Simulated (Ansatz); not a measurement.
`[SH][Ga]([Cl])[Cl]` + CH₃NH₂ → `C[NH][Ga]([Cl])[Cl]` + H₂S at 298.15 K and 1 bar (ligand exchange at a Ga–S bond).

Program: Ansatz. Geometries: PBE0-D4/def2-TZVP. ΔE: electronic, gas phase. CCSD(T)/CBS is the MP2 limit (def2-TZVPP, def2-QZVPP) plus CCSD(T) − MP2 in def2-TZVPP, frozen cores. This one scheme is used for every species. For Ga outer-core shells are correlated without core-valence functions, which leaves a few kJ/mol of doubt a bond. Scalar relativity is left out up to krypton. One conformer a species, not always the lowest.

```json
{"species": "`[SH][Ga]([Cl])[Cl]`", "CCSD(T)/CBS energy (Eh)": "-3242.02309", "H − E (kJ/mol)": "51.1", "S (J/(mol·K))": "350.0"}
{"species": "CH₃NH₂", "CCSD(T)/CBS energy (Eh)": "-95.75281", "H − E (kJ/mol)": "180.0", "S (J/(mol·K))": "240.4"}
{"species": "`C[NH][Ga]([Cl])[Cl]`", "CCSD(T)/CBS energy (Eh)": "-2938.78787", "H − E (kJ/mol)": "172.3", "S (J/(mol·K))": "377.8"}
{"species": "H₂S", "CCSD(T)/CBS energy (Eh)": "-398.97279", "H − E (kJ/mol)": "49.9", "S (J/(mol·K))": "205.7"}
```

H − E and S are ideal-gas, rigid-rotor, harmonic terms from PBE0-D4/def2-TZVP, for one conformer and one mirror image of each species. 1 Eh = 2625.50 kJ/mol, R = 8.31446 J/(mol·K).

By hand: ΔE, ΔH, ΔS and ΔG.

ΔE = (-2938.78787) + (-398.97279) − (-3242.02309) − (-95.75281) = 0.01524 Eh = 40.0 kJ/mol. Δ(H − E) = 172.3 + 49.9 − 51.1 − 180.0 = -8.9, so ΔH = 31.1 kJ/mol. ΔS = 377.8 + 205.7 − 350.0 − 240.4 = -6.9 J/(mol·K). ΔG = 31.1 − 298.15 × (-6.9)/1000 = 33.2 kJ/mol.

By hand: the equilibrium constant, and the temperature at which ΔG would vanish if ΔH and ΔS stayed fixed.

log₁₀ K = −ΔG/(RT ln 10) = -5.8. ΔH and −TΔS have one sign here, so there is no such temperature.

The number of gas molecules stays the same, so ΔS is small and ΔH decides. A doubt of 5 kJ/mol in ΔE shifts log₁₀ K by 0.9 here. Other conformers and mirror images would add mixing entropy, several J/(mol·K) or more a flexible species. These are equilibria of isolated gas molecules and say nothing of rates. Largest T1 diagnostic: 0.012 (customary marks: 0.02 for closed shells, 0.045 for open ones).

ΔS is within the doubt of such terms, so its sign, and with it that verdict, could turn.
